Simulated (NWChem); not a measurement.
System: TiH4S; SMILES [SH][TiH3]

The following NWChem deck was run.

```
start job
memory heap 200 mb stack 900 mb global 1100 mb
geometry units angstroms noautoz
  Ti    -0.052989     0.774158    -0.111332
  H     -1.095382     1.121286     1.175905
  H      1.528220     1.242913     0.229148
  H     -0.576420     1.496664    -1.539823
  S     -0.080639    -1.441513    -0.398904
  H     -0.954855    -1.326073     0.645904
end
basis spherical
  * library def2-svpd
end
dft
  xc b3lyp
  iterations 150
end
tddft
  nroots 8
  notriplet
end
task tddft energy
```

Excerpt of the output:

```
             Northwest Computational Chemistry Package (NWChem) 7.3.0
             --------------------------------------------------------

 C1  symmetry detected

                             Geometry "geometry" -> ""
                             -------------------------

 Output coordinates in angstroms (scale by  1.889725989 to convert to a.u.)

  No.       Tag          Charge          X              Y              Z
 ---- ---------------- ---------- -------------- -------------- --------------
    1 Ti                  22.0000     0.01800785     0.86221496     0.00007266
    2 H                    1.0000    -1.60761430     1.33267595     0.00897207
    3 H                    1.0000     0.82644218     1.40366709     1.37453376
    4 H                    1.0000     0.80767132     1.40136635    -1.38640809
    5 S                   16.0000     0.05454903    -1.37191236    -0.00000588
    6 H                    1.0000    -1.29545646    -1.15584070     0.00139788

 Effective nuclear repulsion energy (a.u.)     124.1460077990

                                 NWChem DFT Module
                                 -----------------

 Summary of "ao basis" -> "ao basis" (spherical)
 ------------------------------------------------------------------------------
       Tag                 Description            Shells   Functions and Types
 ---------------- ------------------------------  ------  ---------------------
 Ti                        def2-svpd                12       34   5s4p2d1f
 H                         def2-svpd                 4        8   2s2p
 S                         def2-svpd                11       27   5s4p2d

            General Information
            -------------------
          SCF calculation type: DFT
          Wavefunction type:  closed shell.
          No. of atoms     :     6
          No. of electrons :    42
           Alpha electrons :    21
            Beta electrons :    21
          Charge           :     0
          Spin multiplicity:     1
          Use of symmetry is: off; symmetry adaption is: off
          Maximum number of iterations: 150
          AO basis - number of functions:    93
                     number of shells:    39
          Convergence on energy requested:  1.00D-06
          Convergence on density requested:  1.00D-05
          Convergence on gradient requested:  5.00D-04

              XC Information
              --------------
                         B3LYP Method XC Potential
                     Hartree-Fock (Exact) Exchange  0.200
                        Slater Exchange Functional  0.800 local
                    Becke 1988 Exchange Functional  0.720 non-local
              Lee-Yang-Parr Correlation Functional  0.810
                  VWN I RPA Correlation Functional  0.190 local

             Grid Information
             ----------------
          Grid used for XC integration:  medium
          Radial quadrature: Mura-Knowles
          Angular quadrature: Lebedev.
          Tag              B.-S. Rad. Rad. Pts. Rad. Cut. Ang. Pts.
          ---              ---------- --------- --------- ---------
          Ti                  1.40      112          12.0       590
          H                   0.35       45          12.0       434
          S                   1.00       88          13.0       590
          Grid pruning is: on
          Number of quadrature shells:   380
          Spatial weights used:  Erf1

      Superposition of Atomic Density Guess
      -------------------------------------

 Sum of atomic energies:       -1247.60755778

      Non-variational initial energy
      ------------------------------

 Total energy =   -1247.576942
 1-e energy   =   -1960.578036
 2-e energy   =     588.855086
 HOMO         =      -0.313054
 LUMO         =      -0.002772

   convergence    iter        energy       DeltaE   RMS-Dens  Diis-err
 ---------------- ----- ----------------- --------- --------- ---------
 d= 0,ls=0.0,diis     1  -1249.4458129415 -1.37D+03  5.08D-02  1.40D+00
 d= 0,ls=0.0,diis     2  -1234.2748812216  1.52D+01  3.51D-02  9.86D+01
 d= 0,ls=0.0,diis     3  -1248.1878057921 -1.39D+01  3.60D-03  1.52D+01
 d= 0,ls=0.0,diis     4  -1248.6349090545 -4.47D-01  7.36D-03  1.09D+01
 d= 0,ls=0.0,diis     5  -1249.3356744850 -7.01D-01  6.96D-03  3.88D+00
 d= 0,ls=0.0,diis     6  -1249.7472414076 -4.12D-01  3.72D-03  5.05D-01
 d= 0,ls=0.0,diis     7  -1249.8148243533 -6.76D-02  1.19D-03  1.90D-02
  Resetting Diis
 d= 0,ls=0.0,diis     8  -1249.8177221858 -2.90D-03  2.20D-04  6.12D-04
 d= 0,ls=0.0,diis     9  -1249.8178070720 -8.49D-05  2.23D-04  6.48D-05
 d= 0,ls=0.0,diis    10  -1249.8177271876  7.99D-05  1.78D-04  5.66D-04
 d= 0,ls=0.0,diis    11  -1249.8178150312 -8.78D-05  2.55D-05  1.23D-05
 d= 0,ls=0.0,diis    12  -1249.8178168764 -1.85D-06  4.10D-06  1.61D-07
 d= 0,ls=0.0,diis    13  -1249.8178169050 -2.85D-08  1.24D-06  1.45D-08

         Total DFT energy =    -1249.817816904987
      One electron energy =    -1961.580063239449
           Coulomb energy =      656.758868557172
    Exchange-Corr. energy =      -69.142630021746
 Nuclear repulsion energy =      124.146007799036

 Numeric. integr. density =       42.000001086778

                       DFT Final Molecular Orbital Analysis
                       ------------------------------------

 Vector   19  Occ=2.000000D+00  E=-3.177507D-01
              MO Center= -1.3D-01,  1.2D+00,  9.5D-03, r^2= 2.6D+00
   Bfn.  Coefficient  Atom+Function         Bfn.  Coefficient  Atom+Function
  ----- ------------  ---------------      ----- ------------  ---------------
    20      0.321578  1 Ti d  0              35     -0.286756  2 H  s
    12      0.248019  1 Ti px                43      0.236338  3 H  s
    51      0.232314  4 H  s                 18      0.226921  1 Ti d -2
     9     -0.181640  1 Ti px                25      0.145975  1 Ti d  0
    36     -0.116241  2 H  s                 44      0.106914  3 H  s

 Vector   20  Occ=2.000000D+00  E=-3.166230D-01
              MO Center=  5.1D-01,  1.1D+00, -1.5D-02, r^2= 2.4D+00
   Bfn.  Coefficient  Atom+Function         Bfn.  Coefficient  Atom+Function
  ----- ------------  ---------------      ----- ------------  ---------------
    21      0.331686  1 Ti d  1              51      0.300465  4 H  s
    43     -0.296478  3 H  s                 19     -0.282392  1 Ti d -1
    14     -0.209814  1 Ti pz                11      0.163090  1 Ti pz
    26      0.148433  1 Ti d  1              52      0.137402  4 H  s
    44     -0.135628  3 H  s                 72      0.134100  5 S  pz

[...]

                                NWChem TDDFT Module
                                -------------------

            General Information
            -------------------
           No. of orbitals :     186
            Alpha orbitals :      93
             Beta orbitals :      93
        Alpha frozen cores :       0
         Beta frozen cores :       0
     Alpha frozen virtuals :       0
      Beta frozen virtuals :       0
         Spin multiplicity :       1
    Number of AO functions :      93
        Use of symmetry is : off
      Symmetry adaption is : off
         Schwarz screening :  0.10D-07

              XC Information
              --------------
                  B3LYP Method XC Potential
              Hartree-Fock (Exact) Exchange   0.20
                 Slater Exchange Functional   0.80 local
             Becke 1988 Exchange Functional   0.72 non-local
       Lee-Yang-Parr Correlation Functional   0.81
           VWN I RPA Correlation Functional   0.19 local

             TDDFT Information
             -----------------
          Calculation type : TDDFT
         Wavefunction type : Restricted singlets
          No. of electrons :      42
           Alpha electrons :      21
            Beta electrons :      21
              No. of roots :       8
          Max subspacesize :    5600
            Max iterations :     100
               Target root :       1
           Target symmetry : none
      Symmetry restriction : off
                 Algorithm : Optimal
        Davidson threshold :  0.10D-03

    8 smallest eigenvalue differences (eV)
--------------------------------------------------------
  No. Spin  Occ  Vir  Irrep   E(Occ)    E(Vir)   E(Diff)
--------------------------------------------------------
    1    1   21   22 a        -0.299    -0.119     4.916
    2    1   21   23 a        -0.299    -0.116     4.993
    3    1   21   24 a        -0.299    -0.104     5.309
    4    1   20   22 a        -0.317    -0.119     5.390
    5    1   19   22 a        -0.318    -0.119     5.421
    6    1   20   23 a        -0.317    -0.116     5.467
    7    1   19   23 a        -0.318    -0.116     5.498
    8    1   18   22 a        -0.327    -0.119     5.677
--------------------------------------------------------

  Entering Davidson iterations
  Restricted singlet excited states

  Iter   NTrls   NConv    DeltaV     DeltaE      Time
  ----  ------  ------  ---------  ---------  ---------
    1      8       0     0.26E+00   0.10+100       21.9
    2     24       0     0.51E-01   0.22E-01       32.7
    3     40       0     0.12E-01   0.12E-02       31.9
    4     56       0     0.17E-01   0.60E-03       32.4
    5     72       1     0.44E-02   0.54E-03       31.8
    6     86       4     0.78E-03   0.11E-04       29.7
    7     94       7     0.15E-03   0.29E-06       22.7
    8     96       8     0.75E-04   0.96E-08       14.7
  ----  ------  ------  ---------  ---------  ---------
  Convergence criterion met

  Ground state a       -1249.817816904987 a.u.

  ----------------------------------------------------------------------------
  Root   1 singlet a              0.120452953 a.u.                3.2777 eV
  ----------------------------------------------------------------------------
     Transition Moments    X  0.00046   Y -0.00015   Z  0.01475
     Dipole Oscillator Strength                    0.0000174968
     Electric Quadrupole                           0.0000000004
     Magnetic Dipole                               0.0000050307
     Total Oscillator Strength                     0.0000225278

     Occ.   18  a   ---  Virt.   23  a   -0.12949 X
     Occ.   19  a   ---  Virt.   23  a   -0.24454 X
     Occ.   20  a   ---  Virt.   22  a   -0.94819 X
     Occ.   20  a   ---  Virt.   25  a    0.05242 X
     Occ.   21  a   ---  Virt.   22  a    0.12808 X
  ----------------------------------------------------------------------------
  Root   2 singlet a              0.128042340 a.u.                3.4842 eV
  ----------------------------------------------------------------------------
     Transition Moments    X  0.03730   Y  0.01418   Z -0.00742
     Dipole Oscillator Strength                    0.0001406215
     Electric Quadrupole                           0.0000000060
     Magnetic Dipole                               0.0000034697
     Total Oscillator Strength                     0.0001440972

     Occ.   18  a   ---  Virt.   22  a    0.35129 X
     Occ.   19  a   ---  Virt.   22  a    0.64549 X
     Occ.   19  a   ---  Virt.   23  a    0.08331 X
     Occ.   19  a   ---  Virt.   24  a    0.08920 X
     Occ.   20  a   ---  Virt.   23  a    0.65487 X
     Occ.   21  a   ---  Virt.   23  a   -0.08845 X
  ----------------------------------------------------------------------------
  Root   3 singlet a              0.128349855 a.u.                3.4926 eV
  ----------------------------------------------------------------------------
     Transition Moments    X -0.00456   Y -0.00089   Z -0.07854
     Dipole Oscillator Strength                    0.0005296920
     Electric Quadrupole                           0.0000000039
     Magnetic Dipole                               0.0000044379
     Total Oscillator Strength                     0.0005341339

     Occ.   19  a   ---  Virt.   22  a   -0.05158 X
     Occ.   19  a   ---  Virt.   23  a    0.95897 X
     Occ.   20  a   ---  Virt.   22  a   -0.22793 X
     Occ.   20  a   ---  Virt.   23  a   -0.05808 X
     Occ.   20  a   ---  Virt.   24  a    0.07450 X
     Occ.   21  a   ---  Virt.   22  a    0.08787 X
  ----------------------------------------------------------------------------
  Root   4 singlet a              0.131727820 a.u.                3.5845 eV
  ----------------------------------------------------------------------------
     Transition Moments    X  0.00151   Y -0.00135   Z  0.09871
     Dipole Oscillator Strength                    0.0008559998
     Electric Quadrupole                           0.0000000007
     Magnetic Dipole                               0.0000002569
     Total Oscillator Strength                     0.0008562575

     Occ.   18  a   ---  Virt.   23  a    0.06202 X
     Occ.   20  a   ---  Virt.   22  a    0.13350 X
     Occ.   20  a   ---  Virt.   24  a   -0.12709 X
     Occ.   20  a   ---  Virt.   25  a    0.05881 X
     Occ.   21  a   ---  Virt.   22  a    0.97406 X
     Occ.   21  a   ---  Virt.   25  a    0.07694 X
  ----------------------------------------------------------------------------
  Root   5 singlet a              0.135680334 a.u.                3.6921 eV
  ----------------------------------------------------------------------------
     Transition Moments    X -0.03195   Y -0.15249   Z  0.00072
     Dipole Oscillator Strength                    0.0021957678
     Electric Quadrupole                           0.0000000150
     Magnetic Dipole                               0.0000000894
     Total Oscillator Strength                     0.0021958723

     Occ.   18  a   ---  Virt.   24  a    0.11206 X
     Occ.   19  a   ---  Virt.   22  a    0.70306 X
     Occ.   19  a   ---  Virt.   24  a   -0.06464 X
     Occ.   19  a   ---  Virt.   25  a    0.09867 X
     Occ.   20  a   ---  Virt.   23  a   -0.65601 X
     Occ.   20  a   ---  Virt.   26  a   -0.12969 X
     Occ.   21  a   ---  Virt.   23  a    0.17213 X
  ----------------------------------------------------------------------------
  Root   6 singlet a              0.141570739 a.u.                3.8523 eV
  ----------------------------------------------------------------------------
     Transition Moments    X  0.09613   Y  0.34018   Z -0.00157
     Dipole Oscillator Strength                    0.0117943626
     Electric Quadrupole                           0.0000000045
     Magnetic Dipole                               0.0000002895
     Total Oscillator Strength                     0.0117946565

     Occ.   17  a   ---  Virt.   24  a    0.07816 X
     Occ.   18  a   ---  Virt.   24  a   -0.19326 X
     Occ.   19  a   ---  Virt.   22  a   -0.05803 X
     Occ.   19  a   ---  Virt.   24  a    0.15664 X
     Occ.   19  a   ---  Virt.   25  a    0.13738 X
     Occ.   20  a   ---  Virt.   23  a    0.15629 X
     Occ.   21  a   ---  Virt.   23  a    0.93194 X
     Occ.   21  a   ---  Virt.   26  a   -0.10594 X
  ----------------------------------------------------------------------------
  Root   7 singlet a              0.145230528 a.u.                3.9519 eV
  ----------------------------------------------------------------------------
     Transition Moments    X  0.05332   Y -0.02431   Z  0.00009
     Dipole Oscillator Strength                    0.0003324693
     Electric Quadrupole                           0.0000000141
     Magnetic Dipole                               0.0000011516
     Total Oscillator Strength                     0.0003336350

[...]
```

Level: B3LYP/def2-SVPD, full TDDFT. Geometry: optimised at PBE0/def2-SVP. B3LYP is NWChem's, with the RPA form of VWN correlation.
